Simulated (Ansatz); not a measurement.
One change: `C[CH](C)[Ge][NH2]` becomes `C[CH2][Ge][NH2]`.

Ansatz, PBE0-D4/def2-TZVP geometries, multiplicity 1. Each molecule was computed in one conformer, which needn't be the lowest.

Scalar relativity is left out up to krypton.

```tsv
property	`C[CH](C)[Ge][NH2]`
HOMO–LUMO gap (B3LYP/def2-TZVPP) / eV	4.19
zero-point energy (PBE0-D4/def2-TZVP) / kJ/mol	311.8
LUMO energy (B3LYP/def2-TZVPP) / eV	-1.58
HOMO energy (B3LYP/def2-TZVPP) / eV	-5.78
size of the dipole moment (ωB97M-V/def2-TZVPP) / D	1.17
HOMO–LUMO gap (PBE/def2-TZVPP) / eV	2.76
```

(1) What does the change do to each property? (An estimate is asked.)

## Answers

(1) Computed: 
```
                                          property  `C[CH2][Ge][NH2]`  shift
             HOMO–LUMO gap (B3LYP/def2-TZVPP) / eV               4.36   0.17
    zero-point energy (PBE0-D4/def2-TZVP) / kJ/mol              237.7  -74.1
               LUMO energy (B3LYP/def2-TZVPP) / eV              -1.54   0.04
               HOMO energy (B3LYP/def2-TZVPP) / eV              -5.90  -0.12
size of the dipole moment (ωB97M-V/def2-TZVPP) / D               1.30   0.13
               HOMO–LUMO gap (PBE/def2-TZVPP) / eV               2.91   0.15
```

The zero-point energy changes by -74.1 kJ/mol with -9 modes. Dipoles are sizes alone; their direction can turn.

B3LYP here is the variant with VWN-RPA as its local correlation; programs differ in this.
